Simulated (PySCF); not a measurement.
```xyz
6
charge 0 multiplicity 1, angstrom
Tc    0.0000    0.0000   -0.3196
O     0.0000    1.3726   -1.2515
O     0.0000   -1.3726   -1.2515
Cl    0.0000    0.0000    2.0188
Cl    2.3024    0.0000    0.0151
Cl   -2.3024    0.0000    0.0151
```

All numbers come from B3LYP/[Tc def2-SVP with ECP28, O def2-SVP, Cl def2-SVP], scalar-relativistic core potentials, density fitting, no spin–orbit coupling, PySCF.

This geometry of TcO2Cl3 is a stationary point at this level.

**Question.** What is the point group?

**Answer.** C2v.

**Question.** Is it a minimum?

**Answer.** Yes: all harmonic wavenumbers are real, though the softest, 36 cm⁻¹, leaves little margin.

**Question.** Give the atomic charges and bond orders.

**Answer.** 
```json
{"atom": "Tc1", "Mulliken": "0.65", "Löwdin": "-0.48", "polar tensor": "2.18", "Mayer order to Tc1": "–"}
{"atom": "O2,3", "Mulliken": "-0.22", "Löwdin": "0.01", "polar tensor": "-0.52", "Mayer order to Tc1": "2.00"}
{"atom": "Cl4", "Mulliken": "-0.10", "Löwdin": "0.13", "polar tensor": "-0.40", "Mayer order to Tc1": "1.14"}
{"atom": "Cl5,6", "Mulliken": "-0.06", "Löwdin": "0.16", "polar tensor": "-0.37", "Mayer order to Tc1": "1.13"}
```

**Question.** Give the ideal-gas entropy at 298.15 K and 1 bar by parts.

**Answer.** translation 177.0, rotation 117.5, vibration 85.2, spin 0.0; total 379.7 J/(mol K).

**Question.** What is the atomisation energy, with and without zero-point energy?

**Answer.** 1880 kJ/mol without, 1852 kJ/mol with.

This need not be the most stable arrangement of these atoms.
